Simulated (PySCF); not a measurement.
Mayer bond orders and bond lengths

Species: C4H12N2O2Si2.
SMILES with atom numbers: `[CH2:1]=[N:2][CH2:3][SiH2:4][Si@@H:5]([OH:6])[NH:7][C:8]([CH3:9])=[O:10]` (hydrogens: H11, H12 on C1; H13, H14 on C3; H15, H16 on Si4; H17 on Si5; H18 on O6; H19 on N7; H20, H21, H22 on C9)

Geometry (GFN2-xTB, Å), atoms numbered from 1 in this order:
```xyz
22
C4H12N2O2Si2 angstrom
C      3.3805    1.3085    0.1935
N      2.5546    0.6175    0.8424
C      2.4687   -0.7824    0.6531
Si     0.7911   -1.1015   -0.3077
Si    -0.6735    0.0502    1.0312
O     -0.1633    1.5437    1.4178
N     -2.0512    0.3050   -0.0542
C     -2.1737   -0.3922   -1.1895
C     -3.4006   -0.1021   -2.0241
O     -1.3424   -1.2201   -1.5410
H      4.1199    0.8920   -0.4971
H      3.3753    2.3816    0.3197
H      3.3336   -1.1984    0.1212
H      2.3996   -1.2521    1.6344
H      1.1163   -0.5454   -1.6288
H      0.6546   -2.5560   -0.3370
H     -1.3303   -0.4963    2.2282
H      0.7908    1.6598    1.4776
H     -2.7667    0.9867    0.1408
H     -3.4358   -0.7823   -2.8702
H     -4.3001   -0.2193   -1.4232
H     -3.3578    0.9225   -2.3893
```

Bond orders from the PBE0/pcSseg-1 density (PySCF). Geometry: GFN2-xTB, one conformer, isolated molecule.

**Question.** How far do the computed orders between heavy atoms stray from the drawn ones?

**Answer.** The largest departure is 0.238, at C8–O10 (drawn double, 1.762) and N7–C8 (drawn single, 1.236). Drawn single, order above 1.12: N7–C8 (1.236). Drawn single, order below 0.88: C3–Si4 (0.770) and Si5–N7 (0.773).

**Question.** Give the Mayer order of every bond between heavy atoms, beside its length.

**Answer.** 
```
   bond  drawn as  length (Å)  Mayer order
  C1–N2    double       1.257        1.911
  N2–C3    single       1.415        0.974
 C3–Si4    single       1.959        0.770
Si4–Si5    single       2.294        0.897
 Si5–O6    single       1.625        1.081
 Si5–N7    single       1.772        0.773
  N7–C8    single       1.338        1.236
  C8–C9    single       1.512        0.987
 C8–O10    double       1.225        1.762
```

By pair of heavy elements: C–N: lowest N2–C3 (0.974, 1.415 Å), highest C1–N2 (1.911, 1.257 Å).

**Question.** And the bonds to hydrogen?

**Answer.** C–H: 0.94 to 0.96 (7 bonds); H–Si: 0.90 to 0.94 (3 bonds); H–O: 0.90 (1 bond); H–N: 0.92 (1 bond).

**Question.** Sum the orders of all bonds at each heavy atom with more than one neighbour and set the sums beside the valence in the SMILES.

**Answer.** C1 3.806 (drawn 4), N2 2.885 (drawn 3), C3 3.627 (drawn 4), Si4 3.536 (drawn 4), Si5 3.652 (drawn 4), O6 1.983 (drawn 2), N7 2.927 (drawn 3), C8 3.985 (drawn 4), C9 3.847 (drawn 4). Orders between atoms that aren't bonded are not in these sums.

The Mayer order sums products of elements of PS (density times overlap matrix) between the two atoms' basis functions, so it depends on the basis set.

The run behind these numbers computed NMR shieldings as well. The run took 72 s wall on Arm Neoverse V1, one thread (shared host), and the process peaked at 1.1 GiB of memory.
